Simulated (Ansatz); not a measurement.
`C[O][Mo]([OH])([F])([F])([F])[F]`, relaxed with RKS PBE0-D4/def2-TZVP in Ansatz 0.2.0 from a GFN2-xTB geometry. The force threshold is 0.005 eV/Å; the program also tests the step.

The species carries charge 0 and has multiplicity 1. Mo: def2 effective core potential.

Start:

```xyz
12

C     0.978    1.804    0.152
O     0.304    0.602    0.084
Mo   -0.678   -0.804    0.098
O     0.343   -1.720   -0.986
F    -1.781   -2.198    0.185
F    -1.824   -0.001    1.215
F    -1.675   -0.192   -1.253
F     0.153   -1.458    1.536
H     0.476    2.535   -0.493
H     0.970    2.168    1.188
H     2.014    1.671   -0.183
H     0.721   -2.407   -1.542
```

```
         step  energy (eV)  largest force (eV/Å)  largest move (Å)
            1  -17915.2923                 3.869             0.000
            2  -17915.9112                 0.394             0.082
            3  -17915.9267                 0.296             0.035
            4  -17915.9613                 0.797             0.200
            5  -17915.9778                 1.099             0.155
            6  -17916.0130                 0.588             0.069
            7  -17916.0296                 0.375             0.200
            8  -17916.0398                 0.189             0.042
            9  -17916.0549                 0.075             0.113
10 (rejected)  -17916.0406                 0.468             0.195
           11  -17916.0591                 0.039             0.066
           13  -17916.0695                 0.059             0.105
           15  -17916.0752                 0.097             0.096
           17  -17916.0805                 0.151             0.026
           19  -17916.0873                 0.132             0.116
21 (rejected)  -17916.0705                 0.673             0.065
           23  -17916.0909                 0.076             0.091
           25  -17916.0924                 0.084             0.047
           27  -17916.0934                 0.081             0.042
           29  -17916.0940                 0.048             0.035
           31  -17916.0942                 0.015             0.023
           33  -17916.0943                 0.007             0.013
           35  -17916.0943                 0.002             0.007
```

End:

```xyz
12

C     0.937    1.793    0.028
O     0.463    0.608    0.595
Mo   -0.604   -0.809    0.292
O     0.631   -1.472   -0.935
F    -1.673   -2.163   -0.391
F    -1.984   -0.439    1.460
F    -1.464    0.305   -0.927
F     0.085   -1.821    1.664
H     0.172    2.187   -0.648
H     1.146    2.505    0.828
H     1.853    1.576   -0.527
H     0.439   -2.270   -1.439
```

Hardware: 4 threads of an AMD EPYC 7R13 on a shared host and a share of an NVIDIA H100 80 GB. Wall time 46 s, peak host memory 0.93 GiB.
